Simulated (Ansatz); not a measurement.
A nudged elastic band was laid between two geometries of BH$_{8}$N$_{3}$Si (13 atoms, charge 0, multiplicity 1).

Level of theory: Ansatz, RKS CAM-B3LYP-D4/def2-SVP.

```
movable images  : 7
climbing image  : yes
spring          : 5.0 eV/Å²
optimiser       : quadratic models (default)
start path      : IDPP
force threshold : 0.05 eV/Å
iteration limit : 60
end points      : relaxed
```

Image 0:

```xyz
13
Properties=species:S:1:pos:R:3
B -2.015 -0.765 -0.472
N -0.991 -0.519 0.441
Si 0.419 0.537 0.306
N 0.815 0.530 -1.363
N 1.719 -0.030 1.264
H -2.001 -0.215 -1.552
H -2.917 -1.519 -0.191
H -1.058 -0.998 1.336
H 0.086 1.860 0.908
H 0.097 0.341 -2.053
H 1.544 1.131 -1.728
H 2.036 0.446 2.098
H 2.287 -0.833 1.020
```

Image 8:

```xyz
13
Properties=species:S:1:pos:R:3
B -2.150 -0.887 -0.096
N -0.762 -0.867 0.063
Si 0.316 0.530 0.031
N 1.349 0.720 -1.326
N 1.361 0.271 1.373
H -2.746 0.151 -0.262
H -2.745 -1.940 -0.063
H -0.308 -1.768 0.201
H -0.594 1.703 0.012
H 1.026 1.188 -2.164
H 2.104 0.072 -1.519
H 2.175 0.861 1.507
H 0.995 -0.068 2.256
```

Which bonds break or form, and what moves?

No bond is made or broken. The dihedral H9–Si3–N4–H11 goes from 54 to 177°.

Give the energies along the band, and the barrier.

It converged. The highest image is number 5 of 0 to 8, 3.4 kJ/mol above the first end and 7.9 kJ/mol above the last; the last end lies 4.5 kJ/mol below the first. The profile has 2 maxima (images 2, 5) with wells between them (image 4): this band takes more than one step, which may be the mechanism or a detour left from its start path. A vibrational analysis at the climbing image gives one clearly imaginary mode, 95i cm⁻¹: a first-order saddle point.

```
image  path coordinate (Å)  energy (kJ/mol)  dihedral H9–Si3–N4–H11 (°)
    0                 0.00              0.0                          54
    1                 0.96              0.6                          73
    2                 1.93              2.5                         110
    3                 2.89              1.8                         160
    4                 3.85              0.4                        -176
    5                 4.82              3.4                        -178
    6                 5.82              1.4                        -174
    7                 6.81             -2.6                        -177
    8                 7.81             -4.5                         177
```

What is the geometry of the highest image?


```xyz
13
Properties=species:S:1:pos:R:3
B -1.839 -1.041 -0.524
N -0.892 -0.682 0.436
Si 0.311 0.607 0.295
N 0.874 0.886 -1.295
N 1.622 0.070 1.269
H -1.871 -0.452 -1.580
H -2.624 -1.933 -0.297
H -0.917 -1.207 1.307
H -0.323 1.893 0.701
H 0.400 1.549 -1.898
H 1.323 0.148 -1.828
H 2.468 0.624 1.331
H 1.490 -0.498 2.098
```

The band took 53 iterations and of the order of 25 core-minutes.

Time of the run: 13 min on 2 threads of AMD EPYC 9R14 (Zen 4), with other jobs on the host, peak memory 0.35 GiB.
